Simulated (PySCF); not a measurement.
Ti(Cl)2(OSiH3) (Cl₂H₃OSiTi), SMILES [Cl][Ti+]([Cl])[O][SiH3], charge +1, multiplicity 1.

The structure is a stationary point at PBE0-D3(BJ)/def2-SVP. The spin state was assumed, not searched. The isomer is the one that the SMILES or the coordinates give; other isomers of the formula were not compared. The values are those of a single conformer.

Calculation: TDA-PBE/def2-SVPD in PySCF.

Vertical excitations. The molecule is in vacuum. State labels are in the subgroup Cs.

```tsv
state	symmetry	energy (eV)	λ (nm)	f	main pairs
S1	A"	2.73	455	0.000	HOMO→LUMO 100 %
S2	A'	2.96	419	0.001	HOMO−1→LUMO 98 %
S3	A"	3.19	389	0.003	HOMO−2→LUMO 94 %
S4	A'	3.22	385	0.006	HOMO→LUMO+1 95 %
S5	A"	3.39	365	0.000	HOMO−1→LUMO+1 99 %
S6	A'	3.56	348	0.004	HOMO−3→LUMO 95 %
S7	A"	3.57	347	0.000	HOMO→LUMO+2 89 %
S8	A'	3.61	344	0.001	HOMO−2→LUMO+1 97 %
S9	A"	3.66	338	0.005	HOMO−4→LUMO 77 %
S10	A"	3.98	311	0.001	HOMO−2→LUMO+2 65 %, HOMO−3→LUMO+1 34 %
T1	A"	2.69	462	0	HOMO→LUMO 100 %
T2	A'	2.89	430	0	HOMO−1→LUMO 99 %
T3	A"	3.04	408	0	HOMO−2→LUMO 98 %
T4	A'	3.09	401	0	HOMO→LUMO+1 99 %
```
Triplets are in the Tamm–Dancoff approximation.
